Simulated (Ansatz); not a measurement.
A nudged elastic band was laid between two geometries of BFH$_{4}$OSi (8 atoms, charge 0, multiplicity 1).

The calculation used RKS PBE-D4/def2-SVP (Ansatz).

| Quantity | Value |
| --- | --- |
| movable images | 5 |
| climbing image | yes |
| spring | 5.0 eV/Å² |
| optimiser | quadratic models (default) |
| start path | through a guess of the saddle point |
| force threshold | 0.03 eV/Å |
| iteration limit | 60 |
| end points | relaxed |

Initial state:

```xyz
8
Properties=species:S:1:pos:R:3
O 1.724 0.487 -0.911
B 1.027 -0.231 0.008
F 1.748 -1.079 0.756
Si -0.992 -0.105 0.318
H 1.154 1.085 -1.426
H -1.294 0.335 1.727
H -1.621 0.891 -0.627
H -1.654 -1.441 0.100
```

Final state:

```xyz
8
Properties=species:S:1:pos:R:3
O 1.308 0.761 -1.090
B 0.848 -0.075 -0.126
F 1.724 -0.879 0.514
Si -1.131 -0.118 0.359
H 2.276 0.676 -1.213
H -1.319 0.278 1.802
H -1.937 0.815 -0.502
H -1.677 -1.514 0.201
```

**Question.** Which bonds break or form, and what moves?

**Answer.** No bond is made or broken. The dihedral H5–O1–B2–Si4 goes from 0 to 180°.

**Question.** What energy profile does the band end with?

**Answer.** The run converged. The highest image is number 3 of 0 to 6, 10.8 kcal/mol above the first end and 11.5 kcal/mol above the last; the last end lies 0.7 kcal/mol below the first. A vibrational analysis at the climbing image gives one clearly imaginary mode, 665i cm⁻¹, and a faint second one (32i cm⁻¹) that may be numerical noise or a soft torsion: probably a first-order saddle point.

```tsv
image	path coordinate (Å)	energy (kcal/mol)	dihedral H5–O1–B2–Si4 (°)
0	0.00	0.0	0
1	0.50	0.1	-1
2	1.00	3.8	32
3	1.50	10.8	91
4	1.94	4.6	138
5	2.38	-0.5	173
6	2.81	-0.7	180
```

**Question.** What is the geometry of the highest image?

**Answer.** 
```xyz
8
Properties=species:S:1:pos:R:3
O 1.523 0.481 -1.118
B 0.923 -0.215 -0.114
F 1.683 -1.030 0.641
Si -1.086 -0.180 0.286
H 1.877 1.374 -0.997
H -1.321 0.537 1.595
H -1.862 0.547 -0.781
H -1.645 -1.571 0.433
```

Time of the run: 4 min on 1 thread of Arm Neoverse V1, on a shared host, peak memory 0.25 GiB.
